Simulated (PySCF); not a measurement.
# Ionisation energy of Pr²⁺ by level of theory

Pr²⁺ [Xe] 4f3 (high-spin determinant) → Pr³⁺ [Xe] 4f2 (high-spin determinant), as a difference of total energies. Calculation: PySCF 2.14, in ANO-RCC-VTZP (8s7p5d3f2g1h, 104 functions); the spin-free X2C one-electron Hamiltonian (Gaussian nucleus). Correlated levels: valence: [Kr] 4d10 frozen; valence and next inner shell: [Ar] 3d10 frozen. The calculations carry no spin-orbit coupling.

```json
{"method": "UHF", "ionisation energy (eV)": "19.482"}
{"method": "LDA", "ionisation energy (eV)": "22.829"}
{"method": "PBE", "ionisation energy (eV)": "22.653"}
{"method": "PBE0", "ionisation energy (eV)": "22.132"}
{"method": "r2SCAN", "ionisation energy (eV)": "22.663"}
{"method": "MP2 (valence)", "ionisation energy (eV)": "20.861"}
{"method": "SCS-MP2 (valence)", "ionisation energy (eV)": "20.497"}
{"method": "MP2 (valence and next inner shell)", "ionisation energy (eV)": "20.948"}
{"method": "SCS-MP2 (valence and next inner shell)", "ionisation energy (eV)": "20.598"}
```

**Question.** How much does correlation contribute at MP2 (valence and next inner shell)?

**Answer.** 20.948 − (19.482) = 1.466 eV, measured against UHF.

A first-order spin-orbit estimate (lowest level to lowest level, LS coupling) adds 0.014 eV.

Errors of the correlated levels include the incompleteness of this basis and the frozen core.

The determinant of Pr³⁺ and of Pr²⁺ mixes LS terms, which raises its energy above the lowest term, most at the Hartree-Fock and MP2 levels.

For comparison: 21.624 eV (measured; NIST Atomic Spectra Database, ionization energies).
